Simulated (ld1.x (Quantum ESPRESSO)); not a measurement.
Which change was made? (Sb, TM)

| Item | Value |
| --- | --- |
| Element | antimony (Sb) |
| Generator | ld1.x (Quantum ESPRESSO) 7.5 |
| Type | norm-conserving Troullier–Martins (Kleinman–Bylander form) |
| Functional | PBE |
| Relativity | scalar-relativistic |
| Frozen core | [Kr] 4d10 |
| Valence charge | 5 |
| Reference configuration | 5s2 5p3 |
| Partial waves | 5s (bound): rc 1.95 bohr; 5p (bound): rc 2.55 bohr |
| Local potential | all-electron potential smoothed inside 2.35 bohr (lloc = -1) |
| Core correction | Bessel-smoothed model core inside 1.80 bohr |

Cutoffs, loose and tight: the cutoffs (Ry, on a coarse ladder) from which the occupation-weighted sum of valence levels, in a spherical-Bessel basis at the reference potential, stays within 10 and 1 mRy of its value at 400 Ry. They do not see the model core or the augmentation charge, which bear on the density cutoff. Test errors are all-electron minus pseudo excitation energies from the reference, over the configurations 5s2 5p2; 5s2 5p1; 5s2 5p0; 5s1 5p0; 5s1 5p3; 5s2 5p2.5; 5s1 5p4; variants that change the core or the reference have their own tests.

The base gives: outcome: generated; cutoff, loose: 25 Ry; cutoff, tight: 35 Ry; bound ghosts: none; largest test error (meV): -475.

Problem. After one change the result is: outcome: generated; cutoff, loose: 35 Ry; cutoff, tight: 90 Ry; bound ghosts: s, d; largest test error (meV): -104. Which change was it?
A. all radii but the core radius scaled by about 0.80 (s 1.56, p 2.04 bohr); local potential all-electron potential smoothed inside 1.88 bohr (lloc = -1)
B. all radii but the core radius scaled by about 1.39 (s 2.70, p 3.54 bohr); local potential all-electron potential smoothed inside 3.26 bohr (lloc = -1)
C. all radii but the core radius scaled by about 1.21 (s 2.36, p 3.10 bohr); local potential all-electron potential smoothed inside 2.86 bohr (lloc = -1)

Solution. A. The others give: all radii but the core radius scaled by about 1.39 (s 2.70, p 3.54 bohr); local potential all-electron potential smoothed inside 3.26 bohr (lloc = -1) → outcome: generated; cutoff, loose: 10 Ry; cutoff, tight: 21 Ry; bound ghosts: none; largest test error (meV): -967 | all radii but the core radius scaled by about 1.21 (s 2.36, p 3.10 bohr); local potential all-electron potential smoothed inside 2.86 bohr (lloc = -1) → outcome: generated; cutoff, loose: 18 Ry; cutoff, tight: 30 Ry; bound ghosts: none; largest test error (meV): -681.
